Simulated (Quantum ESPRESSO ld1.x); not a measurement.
Question: All-electron atom: Zn28+ in [He]. Method: scalar-relativistic Kohn-Sham, PBEsol, spin-unpolarised, spherical densities, point nucleus; computed with ld1.x of Quantum ESPRESSO 7.5. Some entries of the table are withheld. Estimate them.

orbital  occ.  eigenvalue (eV)  <r> (bohr)  r(max) (bohr)
1s          2              (1)         (2)            (3)
2s          0         -2816.39         (4)         0.1765
2p          0         -2751.61         (5)            (6)

Answer: 
(1) 1s eigenvalue (eV): -11679.6
(2) 1s <r> (bohr): 0.04990
(3) 1s r(max) (bohr): 0.03282
(4) 2s <r> (bohr): 0.2035
(5) 2p <r> (bohr): 0.1728
(6) 2p r(max) (bohr): 0.1378
